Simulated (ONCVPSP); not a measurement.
## strontium: variants of one ONCV potential

Base potential:

ONCVPSP 4.0.1 input, shortened (lines: element, Z, core and valence counts, functional; n l f; lmax; l rc ep ncon nbas qcut; lloc lpopt rc5 dvloc0; l nproj debl; icmod fcfact rcfact), LDA (Perdew-Wang 92), fully relativistic:

```
  Sr 38.00    6    3  -001012      upf
    1    0    2.00
    2    0    2.00
    2    1    6.00
    3    0    2.00
    3    1    6.00
    3    2   10.00
    4    0    2.00
    4    1    6.00
    5    0    1.75
    2
    0    2.35    0.00    3    6    4.40
    1    1.55    0.00    5    9    6.30
    2    1.90    0.06    4    9    5.90
    4    5    1.20    4.00
    0    2    3.90
    1    2    1.20
    2    1    0.40
    0    0.00    0.00
```

Open shells are filled in proportion to 2j + 1.

In the d channel the program set the typed energies aside and used 0.050 Ha (j = l + 1/2; the other j can differ).

Cutoffs, loose and tight: the cutoffs (Ha) at which the residual kinetic energy of the hardest occupied pseudo-wave falls to 1 and 0.1 mHa per electron. They do not see the model core or the augmentation charge, which bear on the density cutoff. Test errors are all-electron minus pseudo excitation energies from the reference, over the configurations 4s2 4p6 5s2; 4s2 4p6 5s1; 4s2 4p6 5s0; 4s2 4p5 5s2. A dash means not determined; rows that change the core or the reference have their own tests.

1 further variants are left out, since the program set their typed debl aside.

```tsv
change	outcome	cutoff, loose	cutoff, tight	bound ghosts	GHOST(+) flags above zero	largest test error (meV)
base	generated, projector energies reset by the program	19 Ha	80 Ha	none	none	+27
s: qcut 4.8; p: qcut 6.9; d: qcut 6.4	generated, projector energies reset by the program	20 Ha	34 Ha	none	none	+25
d: rc 1.55, qcut 7.2, nproj 0; local potential the d channel	generated, projector energies reset by the program	19 Ha	80 Ha	none	none	+26
local potential polynomial inside 1.20 bohr (lpopt 5, dvloc0 5.5 Ha)	generated, projector energies reset by the program	19 Ha	80 Ha	none	none	+26
scalar-relativistic; d: rc 1.55, qcut 7.2	generated, projector energies reset by the program	19 Ha	65 Ha	none	none	+19
functional PBE	generated, projector energies reset by the program	19 Ha	78 Ha	none	none	+14
d: rc 2.76	generated, projector energies reset by the program	19 Ha	80 Ha	none	none	+27
s: ncon 4, nbas 7	generated, projector energies reset by the program	19 Ha	80 Ha	none	none	+24
d: qcut 8.3	generated, projector energies reset by the program	19 Ha	80 Ha	none	none	+27
core correction Teter function, fcfact 2, rcfact 1.4	generated, projector energies reset by the program	19 Ha	80 Ha	none	none	+20
reference 4s2 4p6 4d1 5s1; wave d scattering state at 0.06 Ha: rc 1.90 bohr, ncon 4, nbas 9, qcut 5.9 1/bohr, 1 projector becomes 4d: rc 1.90 bohr, ncon 4, nbas 9, qcut 5.9 1/bohr, 1 projector	generated	19 Ha	79 Ha	none	none	+33 over the solved tests; 1 of 4 tests not solved or not reliable
```
